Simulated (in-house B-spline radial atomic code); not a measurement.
Results of a calculation; reference values are marked as such.
# Weak and strong correlation along the adiabatic connection

Two-electron singlets in several external potentials (atomic units), by full CI in B-splines with partial waves to l = 8 (correlation energies up to 0.6 % small). The repulsion is scaled by λ at fixed density; W(λ) is the mean repulsion less the Hartree energy, W(0) = E_x, and the area under W from 0 to 1 is E_xc.

One system gave this curve:

| λ | W (hartree) |
| --- | --- |
| 0 | -0.37206 |
| 0.02 | -0.37402 |
| 0.05 | -0.37688 |
| 0.12 | -0.38314 |
| 0.25 | -0.39344 |
| 0.4 | -0.40352 |
| 0.6 | -0.41461 |
| 0.8 | -0.42364 |
| 1 | -0.43111 |
| 1.4 | -0.44273 |
| 2 | -0.4549 |
| 3 | -0.46781 |
| 4.5 | -0.47924 |
| 7 | -0.48992 |
| 10 | -0.49725 |

(1) Which system is it?
A. −Z/r, Z = 2.97, wall at 5.37 bohr
B. −Z exp(−kr)/r, Z = 7.93, k = 2.06
C. ω²r²/2 − Z/r, ω = 0.303, Z = 1.5
D. −V exp(−r²/w²), V = 1.52, w = 5.33

## Answers

(1) D. The exchange energy sets the size: −V exp(−r²/w²), V = 1.52, w = 5.33: E_x = -0.372, E_c = -0.0348; −Z exp(−kr)/r, Z = 7.93, k = 2.06: E_x = -4.48, E_c = -0.0457; −Z/r, Z = 2.97, wall at 5.37 bohr: E_x = -1.63, E_c = -0.0433; ω²r²/2 − Z/r, ω = 0.303, Z = 1.5: E_x = -0.812, E_c = -0.0396 hartree.
